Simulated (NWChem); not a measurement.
System: CrO$_{2}$Cl cation; SMILES [O]=[Cr+]([Cl])=[O]

```xyz
4

Cr     0.3014     0.4317     0.0000
O     -0.3529     1.0644     1.2445
O     -0.3529     1.0644    -1.2445
Cl    -0.0933    -1.6112     0.0000
```
Atoms are numbered in this order, from 1.

All runs: NWChem. Geometry: optimised at PBE-D3(BJ)/def2-SVP. The spin multiplicity was typed, not searched, and may not be the lowest. Total energies compare along this basis series because the functional is fixed.

| level | basis functions | energy (Ha) | highest occupied level (eV) | orbital gap (eV) |
|---|---|---|---|---|
| Hartree-Fock/pcseg-1 | 77 | -1651.6347 | -19.53 | 10.47 |
| Hartree-Fock/aug-pcseg-1 | 120 | -1651.6765 | -19.29 | 10.60 |
| Hartree-Fock/pcseg-2 | 150 | -1651.9783 | -19.32 | 10.81 |
| Hartree-Fock/STO-3G | 37 | -1634.3560 | -17.45 | 12.04 |
| Hartree-Fock/def2-SVP | 77 | -1651.4516 | -19.47 | 10.38 |
